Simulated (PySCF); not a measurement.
C3H3ClF2, SMILES C=C(Cl)C(F)F.

Geometry optimised at PBE0-D3(BJ)/def2-SVP. The values are those of a single conformer.

Level of theory: PySCF with HF/def2-TZVP.

Computed frontier levels, gap, dipole moment and polarisability:
```json
{
  "highest_occupied_level": "-10.56 eV",
  "lowest_empty_level": "2.99 eV",
  "orbital_gap": "13.55 eV",
  "dipole_moment": "1.87 D",
  "quadrupole, principal values (traceless, Buckingham form, about the centre of nuclear charge)": "-5.30, -1.88, 7.18 D·Å",
  "mean_static_polarisability": "46.9 bohr³ (6.95 Å³)",
  "polarisability_principal_values": "33.5, 46.2, 61.1 bohr³"
}
```
